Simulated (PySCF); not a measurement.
Species: C4H5FN2.
Structure used (PBE0-D3(BJ)/def2-SVP), in Å, numbered top down from 1:
```xyz
12
C4H5FN2 angstrom
C      1.9086    0.2458    0.2780
N      1.3298   -0.8250   -0.4816
C      0.1053   -1.1063   -0.4145
C     -0.9665   -0.4449    0.4495
F     -2.0883   -1.2228    0.4152
C     -1.2815    0.9070   -0.0305
N     -1.5101    1.9750   -0.4103
H      2.8463   -0.1059    0.7350
H      1.2722    0.6875    1.0677
H      2.1868    1.0549   -0.4172
H     -0.3040   -1.9225   -1.0321
H     -0.6262   -0.3637    1.4980
```

Theory: core-valence-separated Tamm–Dancoff BHandHLYP/aug-pcX-1 (pcseg-1 on H) in PySCF, non-relativistic, gas phase, PBE0-D3(BJ)/def2-SVP geometry. BHandHLYP without relativity tends to put these K edges a few eV too low, so spacings mean more than positions.

Question: Give energies, oscillator strengths and core holes at the F K edge.

Answer: 
```tsv
E (eV)	f	core hole on	main final orbital
684.66	0.0330	F5	spread
686.77	0.0012	F5	LUMO (84 %)
687.27	0.0056	F5	LUMO+1 (48 %)
688.03	0.0027	F5	LUMO+3 (59 %)
688.21	0.0016	F5	LUMO+4 (31 %)
688.65	0.0026	F5	spread
688.97	0.0004	F5	spread
```

The first line with a tenth or more of the strongest one's intensity is at 684.66 eV (f = 0.033), with the hole on F5 (alkyl fluorine). It is also the strongest listed.

Question: List the carbon K-edge absorption lines.

Answer: 
```json
{"E (eV)": "283.14", "f": "0.0639", "core hole on": "C3", "main final orbital": "LUMO (80 %)", "polarisation": "normal to the local trigonal plane"}
{"E (eV)": "283.68", "f": "0.0544", "core hole on": "C6", "main final orbital": "LUMO+1 (31 %)", "polarisation": "across the triple bond"}
{"E (eV)": "284.02", "f": "0.0636", "core hole on": "C6", "main final orbital": "LUMO+7 (37 %)", "polarisation": "across the triple bond"}
{"E (eV)": "285.60", "f": "0.0004", "core hole on": "C1", "main final orbital": "LUMO (95 %)", "polarisation": "–"}
{"E (eV)": "286.41", "f": "0.0107", "core hole on": "C1", "main final orbital": "LUMO+2 (66 %)", "polarisation": "–"}
{"E (eV)": "287.01", "f": "0.0169", "core hole on": "C6", "main final orbital": "LUMO (45 %)", "polarisation": "mixed"}
{"E (eV)": "287.01", "f": "0.0284", "core hole on": "C1", "main final orbital": "spread", "polarisation": "–"}
{"E (eV)": "287.11", "f": "0.0093", "core hole on": "C1", "main final orbital": "LUMO+1 (53 %)", "polarisation": "–"}
{"E (eV)": "287.19", "f": "0.0455", "core hole on": "C4", "main final orbital": "LUMO+1 (42 %)", "polarisation": "–"}
{"E (eV)": "287.33", "f": "0.0011", "core hole on": "C6", "main final orbital": "LUMO+1 (34 %)", "polarisation": "across the triple bond"}
{"E (eV)": "287.37", "f": "0.0044", "core hole on": "C3", "main final orbital": "LUMO+1 (56 %)", "polarisation": "in the local trigonal plane"}
{"E (eV)": "287.42", "f": "0.0327", "core hole on": "C1", "main final orbital": "LUMO+9 (33 %)", "polarisation": "–"}
{"E (eV)": "287.65", "f": "0.0051", "core hole on": "C1", "main final orbital": "spread", "polarisation": "–"}
{"E (eV)": "287.74", "f": "0.0209", "core hole on": "C3", "main final orbital": "LUMO+3 (44 %)", "polarisation": "in the local trigonal plane"}
{"E (eV)": "288.20", "f": "0.0241", "core hole on": "C3", "main final orbital": "LUMO+7 (35 %)", "polarisation": "in the local trigonal plane"}
{"E (eV)": "288.35", "f": "0.0083", "core hole on": "C4", "main final orbital": "LUMO (78 %)", "polarisation": "–"}
{"E (eV)": "288.50", "f": "0.0094", "core hole on": "C1", "main final orbital": "LUMO+3 (50 %)", "polarisation": "–"}
{"E (eV)": "288.51", "f": "0.0026", "core hole on": "C3", "main final orbital": "LUMO+2 (45 %)", "polarisation": "in the local trigonal plane"}
{"E (eV)": "288.55", "f": "0.0009", "core hole on": "C6", "main final orbital": "LUMO+4 (41 %)", "polarisation": "–"}
```

The first line with a tenth or more of the strongest one's intensity is at 283.14 eV (f = 0.064), with the hole on C3 (imine carbon), polarised normal to the local trigonal plane: a 1s→π* resonance. It is also the strongest listed.

Question: What does the N 1s absorption edge look like?

Answer: 
```tsv
E (eV)	f	core hole on	main final orbital	polarisation
396.06	0.0628	N2	LUMO (83 %)	–
396.90	0.0644	N7	spread	across the triple bond
397.48	0.0626	N7	LUMO+7 (36 %)	across the triple bond
401.35	0.0032	N2	LUMO+1 (74 %)	–
401.42	0.0001	N2	LUMO+2 (56 %)	–
401.43	0.0008	N7	LUMO+1 (37 %)	–
401.77	0.0024	N7	LUMO (71 %)	mixed
401.98	0.0079	N2	LUMO+3 (52 %)	–
402.25	0.0019	N2	LUMO+4 (73 %)	–
402.53	0.0009	N7	LUMO+4 (40 %)	–
402.63	0.0028	N2	LUMO+6 (56 %)	–
```

The first line with a tenth or more of the strongest one's intensity is at 396.06 eV (f = 0.063), with the hole on N2 (imine nitrogen). The strongest listed is at 396.90 eV (f = 0.064; N7, 1s→π*).

Roots within 0.03 eV whose holes lie on the same, on equivalent or on shared atoms are summed into one line, and the highest roots are left out, as the search may have cut off their partners. Final orbitals are the ground state's empty Kohn–Sham orbitals. A dash: too weak, shared between unlike atoms, or no plane or axis to refer to.

Question: What is the summed oscillator strength of the listed F K lines, and their intensity-weighted mean energy?

Answer: Σf = 0.047 over 7 lines from 684.66 to 688.97 eV; the weighted mean is 685.60 eV. The strongest line holds 70 % of the sum.

The list ends where the root search ended, not at a threshold.

Rough CPU time on one thread of a shared machine: about 50 s.

One conformer stands for the species.
